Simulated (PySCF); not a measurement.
trans-dichloroethylene (C₂H₂Cl₂), SMILES C(/Cl)=C\Cl.

Geometry optimised at PBE-D3(BJ)/def2-SVP.

Computed with HF/def2-TZVPD (PySCF).

Symmetry labels are those of the subgroup C2h that the program uses (full group C2h).

Q: List the valence orbital energies around the gap with their symmetry. (The exact figures need the calculation; the answer reports its results.)

A: 
```json
[
 {"orbital": "HOMO−7", "symmetry": "Ag", "energy (eV)": "-17.77"},
 {"orbital": "HOMO−6", "symmetry": "Bu", "energy (eV)": "-17.61"},
 {"orbital": "HOMO−5", "symmetry": "Ag", "energy (eV)": "-14.95"},
 {"orbital": "HOMO−4", "symmetry": "Au", "energy (eV)": "-14.85"},
 {"orbital": "HOMO−3", "symmetry": "Bg", "energy (eV)": "-13.54"},
 {"orbital": "HOMO−2", "symmetry": "Bu", "energy (eV)": "-12.85"},
 {"orbital": "HOMO−1", "symmetry": "Ag", "energy (eV)": "-12.69"},
 {"orbital": "HOMO", "symmetry": "Au", "energy (eV)": "-9.95"},
 {"orbital": "LUMO", "symmetry": "Ag", "energy (eV)": "1.70"},
 {"orbital": "LUMO+1", "symmetry": "Bu", "energy (eV)": "1.75"},
 {"orbital": "LUMO+2", "symmetry": "Bu", "energy (eV)": "1.95"},
 {"orbital": "LUMO+3", "symmetry": "Au", "energy (eV)": "2.30"}
]
```
